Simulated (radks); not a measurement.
Spin polarisation of the 4p3 shell in the selenium ion Se+. Start: [Ar] 3d10 4s2 4p(up 1.5, down 1.5); electrons of 4p are moved from spin down to spin up, other shells keep equal spins. Calculated with a radial shooting solver on a logarithmic mesh with Libxc functionals: non-relativistic Kohn-Sham, PBE, spin-polarised, spherical densities, point nucleus.

moment (Bohr magnetons)  E - E(0) (eV)  e(4p up) (eV)  e(4p down) (eV)  4s down minus up (eV)  3d down minus up (eV)  3p down minus up (eV)
0                                0.000        -15.423          -15.423                  0.000                  0.000                  0.000
0.75                            -0.127        -15.737          -15.059                  0.683                  0.085                  0.062
1.5                             -0.510        -16.007          -14.639                  1.376                  0.170                  0.125
2.25                            -1.155        -16.233          -14.159                  2.084                  0.257                  0.188
3                               -2.068        -16.416          -13.614                  2.806                  0.346                  0.253

At moment 3 the spin-polarisation energy is -2.068 eV and the 4p exchange splitting 2.802 eV, that is 0.934 eV per Bohr magneton; E = -I m^2/4 would give I = 0.919 eV.
